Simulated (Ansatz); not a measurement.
The same molecule with X = O, S, Se. Ansatz, PBE0-D4/def2-TZVP geometries, multiplicity 1. Each molecule was computed in one conformer, which needn't be the lowest.

Scalar relativity is left out up to krypton.

| X | molecule | mean X–H bond length / Å | mean X–Si bond length / Å | HOMO energy (ωB97M-V/def2-TZVPP) / eV | HOMO energy (B3LYP/def2-TZVPP) / eV | LUMO energy (B3LYP/def2-TZVPP) / eV |
| --- | --- | --- | --- | --- | --- | --- |
| S | `[SiH3]N[SiH2]S` | 1.344 | 2.138 | -9.62 | -7.16 | -0.21 |
| Se | `[SiH3]N[SiH2][SeH]` | 1.469 | 2.283 | -9.19 | -6.78 | -0.28 |

(1) Give the row for X = O, `O[SiH2]N[SiH3]`. (An estimate is asked.)

Results:

(1) Ansatz gave: 
```csv
X,molecule,mean X–H bond length / Å,mean X–Si bond length / Å,HOMO energy (ωB97M-V/def2-TZVPP) / eV,HOMO energy (B3LYP/def2-TZVPP) / eV,LUMO energy (B3LYP/def2-TZVPP) / eV
O,`O[SiH2]N[SiH3]`,0.958,1.645,-10.08,-7.53,-0.11
```

From O to Se the mean X–H bond length rises at each step, by 0.511 Å in all; the mean X–Si bond length rises at each step, by 0.638 Å in all; the HOMO energy (ωB97M-V/def2-TZVPP) rises at each step, by 0.89 eV in all; the HOMO energy (B3LYP/def2-TZVPP) rises at each step, by 0.75 eV in all; the LUMO energy (B3LYP/def2-TZVPP) falls at each step, by 0.17 eV in all. Bonds lengthen as the atom grows down the group.

B3LYP here is the variant with VWN-RPA as its local correlation; programs differ in this.

Spin–orbit coupling is left out; it splits and shifts lone-pair levels of the heavy atoms by tenths of an eV.
